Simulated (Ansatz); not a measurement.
```xyz
11

C    -0.936    0.866    1.279
Sn   -0.002   -0.320   -0.198
N     1.849    0.242   -0.706
O    -0.982   -0.445   -1.881
F    -0.032   -2.153    0.425
H    -0.251    1.030    2.109
H    -1.826    0.348    1.634
H    -1.217    1.824    0.842
H     2.537    0.173    0.032
H     2.202   -0.242   -1.521
H    -1.343   -1.325   -2.016
```

The species carries charge 0 and has multiplicity 1. Sn: def2 effective core potential.

**Question.** List the PBE/def2-TZVPP orbital energies in eV (the Gaussian-basis code of Ansatz). (Estimate.)

**Answer.** The calculation gave: Occupied: -658.36, -509.92, -380.32, -269.48, -133.45, -89.46, -89.39, -89.34, -28.01, -26.37, -25.97, -25.86, -25.83, -25.43, -23.56, -20.73, -17.60, -12.80, -11.89, -10.89, -10.54, -10.37, -9.46, -8.85, -8.67, -8.00, -7.67, -6.95, -6.33. Lowest empty: -1.62, -0.21, 0.17, 0.38, 1.21, 1.67, 1.92, 2.10.
